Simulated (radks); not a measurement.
Problem. Radial electron density D(r) = 4 pi r^2 rho(r) of an atom or ion with 2 electrons. All-electron calculation, scalar-relativistic Kohn-Sham, r2SCAN, spin-polarised, spherical densities, finite nucleus; meta-GGA in the generalised Kohn-Sham scheme; Fermi nuclear charge, rms radius of each element as measured or else 0.836 A^(1/3) + 0.57 fm. Program: a radial shooting solver on a logarithmic mesh with Libxc functionals.

| r (bohr) | D(r) (e/bohr) |
|---|---|
| 0.05145 | 0.09937 |
| 0.0599 | 0.1302 |
| 0.07029 | 0.1721 |
| 0.08249 | 0.2258 |
| 0.0968 | 0.2938 |
| 0.1136 | 0.3786 |
| 0.1333 | 0.4825 |
| 0.1564 | 0.6069 |
| 0.1836 | 0.7518 |
| 0.2154 | 0.9150 |
| 0.2528 | 1.091 |
| 0.2967 | 1.271 |
| 0.3454 | 1.434 |
| 0.4053 | 1.580 |
| 0.4756 | 1.681 |
| 0.5582 | 1.720 |
| 0.655 | 1.684 |
| 0.7686 | 1.568 |
| 0.902 | 1.379 |
| 1.059 | 1.137 |
| 1.242 | 0.8722 |
| 1.458 | 0.6152 |
| 1.697 | 0.4041 |
| 1.991 | 0.2330 |
| 2.337 | 0.1183 |
| 2.743 | 0.05174 |
| 3.218 | 0.01907 |
| 3.777 | 0.005771 |

What is the nuclear charge?

Solution. Z = 2. The innermost maximum, from 1s, lies near gamma/Z bohr with gamma = sqrt(1 - (Z/c)^2) = 1.000, here 0.5 bohr (found: 0.563), and its height grows with Z. The density is that of neutral helium in [He]; the configuration itself is not fixed sharply by these data. D(r) has 1 maximum, at r = 0.563 bohr.
